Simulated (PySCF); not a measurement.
Cl2HSi(SH), Cl2H2SSi.
Atom-mapped SMILES: `[SH:1][SiH:2]([Cl:3])[Cl:4]` (hydrogens: H5 on S1; H6 on Si2)

Computed, not measured: PySCF, PBE0-D3(BJ)/def2-SVP geometry optimisation, gas phase.

(1) Give the optimised bond lengths and angles.

Answers

(1) 
```
            bond  length (pm)
          S1–Si2        212.3
Si2–Cl3, Si2–Cl4        205.2
           S1–H5        135.3
          Si2–H6        148.1
```

Bonds in one row agree within 1 pm and their mean is given. A selection of angles:
```
      angle  degrees
  Si2–S1–H5     93.3
 S1–Si2–Cl3    105.5
 S1–Si2–Cl4    111.6
  S1–Si2–H6    113.4
Cl3–Si2–Cl4    109.5
 Cl3–Si2–H6    109.6
 Cl4–Si2–H6    107.2
```

Torsions: H5–S1–Si2–Cl3 180° (antiperiplanar). The mirror-image conformer, all signs reversed, is as good.

Si2 (chlorine-bound silicon) is distorted tetrahedral (angles from 105.5° to 113.4°). S1 (sulfur bonded to Si and H) is bent (angle 93.3°).

Stationary, but not proved a minimum. One conformer, not necessarily the lowest (H–S1–Si2–Cl3 180°).
